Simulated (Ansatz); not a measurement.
The cluster CaCl₂. The state is a triplet with charge 0. Geometry r2SCAN-D4/def2-TZVP; atoms count from 1.

```
atom   x (Å)   y (Å)   z (Å)
 Ca1   0.014   0.021  -0.063
 Cl2   1.497   1.930   1.012
 Cl3  -1.511  -1.951  -0.949
```

At PBE0-D4/def2-TZVP a singlet of charge 0 lies 4.78 eV below the triplet, each at its own geometry. The structure comes from a short search, and lower isomers may exist.

Problem. Estimate the Mulliken populations from the PBE0/def2-TZVP orbitals of Ansatz.

Solution. 
```csv
atom,charge (e),spin (α − β)
Ca1,0.57,0.98
Cl2,-0.29,0.51
Cl3,-0.29,0.51
```
Mulliken values and Mayer orders depend strongly on the basis.

Problem. Where does the spin sit?

Solution. Summed by element: Ca 0.98, Cl 1.02, of 2 unpaired in all. Largest on single atoms: Ca1 0.98, Cl2 0.51, Cl3 0.51.

Problem. And the Mayer bond orders between bonded heavy atoms (over 0.3)?

Solution. Ca1–Cl2 0.40 (2.65 Å); Ca1–Cl3 0.40 (2.65 Å). Values over 0.3 also appear between atoms too far apart for a bond (Cl2–Cl3 0.46 at 5.29 Å); they arise where an orbital or an unpaired electron spreads over both atoms.
